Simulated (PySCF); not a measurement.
Species: C₇H₁₆O.
Bonds: C1–C2, C2–C3, C2–O4, O4–C5, C5–C6, C5–C7, C5–C8. Hydrogens: H9, H10, H11 on C1; H12 on C2; H13, H14, H15 on C3; H16, H17, H18 on C6; H19, H20, H21 on C7; H22, H23, H24 on C8.

The geometry is computed with GFN2-xTB (gas phase).

(1) Give the optimised bond lengths and angles.

Results:

(1) 
```
                   bond  length (Å)
           C1–C2, C2–C3       1.530
                  C2–O4       1.421
                  O4–C5       1.423
    C5–C6, C5–C7, C5–C8       1.534
 C1–H9 and 5 like bonds       1.087
                 C2–H12       1.097
C6–H16 and 8 like bonds       1.087
```

Bonds in one row agree within 0.01 Å and their mean is given. A selection of angles:
```
     angle  degrees
  C2–C1–H9    110.2
 H9–C1–H10    109.1
H10–C1–H11    108.5
  C1–C2–C3    110.6
  C1–C2–O4    109.1
 C1–C2–H12    108.7
 O4–C2–H12    110.6
  C2–O4–C5    119.4
  O4–C5–C6    111.9
  O4–C5–C8    104.0
  C6–C5–C7    110.1
 C5–C6–H16    111.4
 C5–C6–H17    109.8
H16–C6–H17    108.6
H16–C6–H18    108.3
```

Dihedral angles: C1–C2–O4–C5 120° (anticlinal); C2–O4–C5–C6 -62° (synclinal).

Of the pairs four or more bonds apart, H12···H16 is among the closest relative to their van der Waals radii: 2.21 Å, 92 % of the sum of Bondi's values.

Point group: Cs (tolerance 0.08 Å). GFN2-xTB frequencies: not computed here. The numbers are those of one conformer.
